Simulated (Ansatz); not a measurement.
Born–Oppenheimer molecular dynamics of a periodic cell of 24 atoms, CS2 (contents 8 CS2, density as packed 1.41 g/cm³ with natural masses). It goes on from the last frame of an earlier run, with new velocities.

Level of theory: DFT r2SCAN-D3(BJ), scalar-relativistic, plane waves, PAW in Ansatz 0.2.0. Settings: accuracy low, cutoff 500 eV, k mesh 1x1x1, fermi-dirac smearing 0.02 eV, no spin polarisation.

| Item | Value |
| --- | --- |
| ensemble | NVE (velocity Verlet) |
| time step | 1 fs |
| steps asked | 60 |
| starting velocities drawn for | 700 K |
| seed | 907204 |

First frame:

```xyz
24
Lattice="8.9628 0.0000 0.0000 0.0000 8.9628 0.0000 0.0000 0.0000 8.9628" Properties=species:S:1:pos:R:3
S 7.556 5.928 0.132
C 6.333 6.643 0.788
S 5.267 7.560 1.476
S 1.818 1.731 3.437
C 1.610 2.771 2.378
S 1.220 3.886 1.274
S 9.214 5.353 5.442
C 7.941 5.081 4.648
S 6.671 4.805 3.721
S 4.516 9.076 4.402
C 5.568 8.665 5.457
S 6.420 7.826 6.461
S 4.448 3.279 9.060
C 4.619 4.254 7.864
S 4.349 5.165 6.601
S -1.073 8.095 3.171
C 0.199 7.635 2.606
S 1.580 7.099 2.015
S 2.123 -0.457 7.631
C 1.753 1.012 7.390
S 1.529 2.530 7.100
S 7.300 1.256 9.451
C 7.085 1.972 8.015
S 6.941 2.350 6.570
```

(1) What does the run give?

(2) What happens to the structure?

(3) How do temperature and energy run in time?

Results:

(1) The run went to its last step.

* steps done: 60
* time covered: 60 fs
* mean temperature over the second half: 691 K
* spread of the potential energy over the second half: 7.6 meV per atom
* mean potential energy of the second half above the start: 1.0 meV per atom

The conserved energy stayed within 0.34 meV per atom of its start (net change -0.31 meV per atom), so the integration is sound. A run of 0.06 ps of so small a system gives no equilibrium averages. Limits of this set-up: coarse k mesh, low accuracy level.

(2) Mean squared displacements from the first frame to the last, about the centre of mass: S 0.12 Å², C 0.08 Å². The details hang on the random start.

(3) 
| time (fs) | T (K) | potential energy less start (eV) | conserved less start (meV/atom) |
| --- | --- | --- | --- |
| 0.0 | 700 | 0.000 | 0.00 |
| 3.0 | 731 | -0.094 | -0.09 |
| 6.0 | 776 | -0.233 | -0.33 |
| 9.0 | 639 | 0.182 | 0.00 |
| 12.0 | 600 | 0.299 | 0.10 |
| 15.0 | 747 | -0.145 | -0.27 |
| 18.0 | 749 | -0.152 | -0.23 |
| 21.0 | 631 | 0.207 | 0.09 |
| 24.0 | 684 | 0.046 | -0.03 |
| 27.0 | 797 | -0.297 | -0.34 |
| 30.0 | 704 | -0.015 | -0.13 |
| 33.0 | 601 | 0.298 | 0.11 |
| 36.0 | 698 | 0.001 | -0.16 |
| 39.0 | 767 | -0.205 | -0.27 |
| 42.0 | 694 | 0.016 | -0.04 |
| 45.0 | 695 | 0.014 | -0.02 |
| 48.0 | 780 | -0.245 | -0.29 |
| 51.0 | 711 | -0.038 | -0.18 |
| 54.0 | 582 | 0.355 | 0.12 |
| 57.0 | 655 | 0.131 | -0.09 |
| 60.0 | 754 | -0.169 | -0.31 |

Run time: 13 min on 2 threads of Arm Neoverse V1, with other jobs on the host, peak memory 1.3 GiB.
